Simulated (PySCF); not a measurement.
**Nitrogen: a sound run and one with changed settings**

Sound run: N⁺ [He] 2s2 2p2, N²⁺ [He] 2s2 2p1. All numbers are calculated (PySCF 2.14, no relativity, point nucleus, in def2-SVP). In the sound run the correlated levels freeze 1s2. The sound run starts from symmetry-adapted Hartree-Fock orbitals and uses a fine grid where one is needed.

Changed run: basis STO-3G. This setting is unsound on purpose.

```
species   method  sound run (hartree)  changed run (hartree)  converged
     N⁺      UHF            -53.82066              -53.24264        yes
     N⁺      PBE            -53.92579              -53.32088        yes
     N⁺    M06-L            -53.98966              -53.37747        yes
     N⁺      MP2            -53.87492              -53.25331        yes
     N⁺  CCSD(T)            -53.89709              -53.26332        yes
    N²⁺      UHF            -52.74178              -52.12682        yes
    N²⁺      PBE            -52.82098              -52.18228        yes
    N²⁺    M06-L            -52.89178              -52.23903        yes
    N²⁺      MP2            -52.78851              -52.14900        yes
    N²⁺  CCSD(T)            -52.81814              -52.16878        yes
```

Ionisation energy of N⁺:

```csv
method,sound run (eV),changed run (eV)
UHF,29.358,30.363
PBE,30.064,30.983
M06-L,29.875,30.979
MP2,29.563,30.050
SCS-MP2,29.453,29.987
CCSD,29.354,29.784
CCSD(T),29.360,29.784
```

A minimal basis cannot let orbitals breathe on ionisation and holds almost no correlation.

For comparison, NIST gives 29.601 eV between the lowest levels.
